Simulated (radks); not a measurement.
Values are calculated unless marked as measured or tabulated.
Initial-state core-level shifts of the zirconium ion Zr3+ when its valence configuration changes from [Kr] 4d1. Level of theory: Dirac Kohn-Sham, PBE, spin-unpolarised, spherical densities, finite nucleus; open shells are shared between the two j in proportion to 2j + 1; Fermi nuclear charge, rms radius 4.2694 fm (a radial shooting solver on a logarithmic mesh with Libxc functionals). Shifts are changes of the shell-averaged eigenvalues in eV (positive: less bound); the change of the density at the nucleus, which sets a Mossbauer isomer shift, is in e/bohr^3, on a base of 7.474e+04.

valence          1s      2p      3d      4p  density at nucleus
5s1          -4.431  -4.772  -4.643  -3.708             +21.644
4d0.5 5p0.5  -2.720  -2.884  -2.830  -2.345              +1.695
4d0.5 5s0.5  -2.171  -2.336  -2.277  -1.837             +10.449
5p1          -5.529  -5.870  -5.749  -4.713              +3.596
